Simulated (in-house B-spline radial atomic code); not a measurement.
## RPA and G0W0 on r2SCAN: the neon ion Ne³⁺

Configuration [He] 2s2 2p3, highest spin, mean-field start r2SCAN. Computed with a B-spline radial code for spherical atoms: all electrons, scalar-relativistic (spin-free one-electron X2C), finite nucleus, each spin shell either full or empty, empty states to l = 9 with an (l + 1/2)⁻⁴ tail; G0W0 by contour deformation at full frequency.

Command:
```bash
python run_gw.py task.json out
```
Settings (radii: box in bohr, nucleus in fm):
```
Z                        10
electrons                7
configuration            [He] 2s2 2p3
hamiltonian              x2c
method                   r2scan
lmax                     9
rms_radius               3.0055
spin_polarised           True
box_radius               14.14
intervals                70
```

Cost of the run: 0.8 s on 1 thread of AMD EPYC 9R14, on a shared host.

Energies (hartree):

```tsv
term	value
mean-field total	-124.43651
Hartree-Fock functional on these orbitals	-124.24690
direct second order	-0.40641
second-order exchange	0.19225
SOSEX correction	0.17132
```

(1) What is the RPA correlation energy, and what remains with SOSEX?

Quasi-particle levels (eV):

| level | occupied | mean field | Σx - vxc | Σc | QP weight | G0W0 |
| --- | --- | --- | --- | --- | --- | --- |
| 2p up | yes | -85.29 | -13.21 | ? | ? | ? |
| 2s down | yes | -98.17 | -8.85 | -2.15 | 0.956 | -109.16 |
| 2p down | no | -73.26 | 13.89 | -4.07 | 0.960 | -63.43 |

G0W0 = mean field + (Σx - vxc) + Σc, with Σc (partial-wave tail included) taken at the quasi-particle energy. Levels of low weight are left out.

(2) Where does G0W0 put 2p up?

Results:

(1) RPA gives -0.35776 hartree (-1.39 eV per electron); RPA + SOSEX gives -0.18644, and the second-order doubles -0.21417 hartree (no singles). SOSEX takes back 48 % of the RPA value.

(2) At -96.93 eV, with Σc = 1.57 eV and a quasi-particle weight of 0.950. The tabulated removal energy is 97.190 ± 0.0025 eV (NIST, semi-empirical).
